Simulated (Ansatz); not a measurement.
A run for Ansatz (a first-principles code): R-PBE/def2-TZVPP on H3Ta (SMILES [TaH3]), 2S+1 = 1, a spin state set in the input, which need not be the lowest. Elements past Kr take the def2 small-core potentials; no spin–orbit coupling.

Ansatz 0.2 input:
```yaml
crystal:
  periodic: [false, false, false]
  atoms:
    - {symbol: Ta, position_ang: [-0.01447179, 0.01661877, -0.01410204]}
    - {symbol: H, position_ang: [-1.72618913, -0.14521069, -0.45051234]}
    - {symbol: H, position_ang: [0.62155114, -0.82890031, 1.40967721]}
    - {symbol: H, position_ang: [1.06112206, 1.02435752, -1.00110698]}
basis:
  gaussian:
    orbitals: def2-TZVPP
hamiltonian:
  xc: {name: PBE}
```

The head of its log:

```
WARN ansatz: RAYON_NUM_THREADS=1 ignored (pool sized by the plan → 1); use --threads N
Functional definition: PBE
integrals: 0.02 GiB planned
514 factors; their error is unknown
mean field: 0.21 GiB planned
mean field evaluation 1: about -1593.8032 eV, gradient 2.0e1 eV
mean field evaluation 2: about -1594.8319 eV, gradient 2.2e1 eV
```

Give the final energy of this run.

-58.6645 hartree.
